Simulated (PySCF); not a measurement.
**Dipole response of Mn(2+) (manganese, charge +2)**

[Ar] 3d5, high-spin 6S determinant. All numbers are calculated (PySCF 2.14, scalar relativity by spin-free X2C-1e, in aug-cc-pwCVTZ-DK with one added diffuse shell each of s, p, d, f, g type (11s10p8d5f4g, 152 functions)). Coupled (time-dependent) response in atomic units; α is the mean over directions.

```tsv
method	mean α (bohr³)	C₆ (like pair)	S(−4)
PBE	4.221	12.52	11.09
```

S(−4) is the Cauchy moment in α(ω) = α(0) + S(−4) ω² + …

α(iu) at PBE:

| u (hartree) | α(iu) (bohr³) |
| --- | --- |
| 0 | 4.221 |
| 0.0500 | 4.193 |
| 0.100 | 4.115 |
| 0.200 | 3.848 |
| 0.300 | 3.517 |
| 0.500 | 2.902 |
| 0.750 | 2.335 |
| 1.00 | 1.933 |
| 1.50 | 1.397 |
| 2.00 | 1.058 |
| 3.00 | 0.6639 |
| 5.00 | 0.3291 |

A single London oscillator, α(iu) = α/(1 + u²/ω²), gives C₆ = (3/4) ω α². Matching the computed C₆ needs ω = 4 × 12.52 / (3 × 4.221²) = 0.937 hartree.

For an ion, C₆ is the dispersion term alone; charge-induced terms of lower order in 1/R come first.
